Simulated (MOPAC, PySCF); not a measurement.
H4O4Sn, SMILES `[OH][Sn]([OH])([OH])[OH]`, neutral singlet in the gas phase. 

Z-matrix (Å, degrees):
```
Sn
O 1 1.9754
H 2 0.9743 1 109.46
O 1 1.9754 2 117.04 3 -99.52
H 4 0.9743 1 109.45 2 -99.53
O 1 1.9755 2 105.87 3 142.93
H 6 0.9743 1 109.48 2 -18.20
O 1 1.9755 2 105.78 3 18.07
H 8 0.9743 1 109.48 2 -143.05
```
Charge 0, spin multiplicity 1.

All levels are single points at this geometry (PBE-D3(BJ)/def2-TZVP); Pople sets use spherical d functions. Orbital energies aren't observables, and empty levels follow the basis.

| level | HOMO (eV) | LUMO (eV) | gap (eV) | dipole (D) | vertical IE, Delta-SCF (eV) |
|---|---|---|---|---|---|
| PBE-D3(BJ)/def2-TZVP in PySCF | -7.38 | -2.90 | 4.48 | 0.01 | – |
| B3LYP/LANL2DZ in PySCF | -8.83 | -2.32 | 6.51 | 0.01 | – |
| BP86/6-31G* (LANL2DZ on Sn) in PySCF | -7.02 | -2.39 | 4.62 | 0.01 | – |
| SVWN5/6-31G* (LANL2DZ on Sn) in PySCF | -7.03 | -2.47 | 4.56 | 0.01 | – |
| PM3 in MOPAC | -12.11 | -1.35 | 10.76 | 0.01 | – |
| PM7 in MOPAC | -11.46 | 0.56 | 12.02 | 0.01 | – |
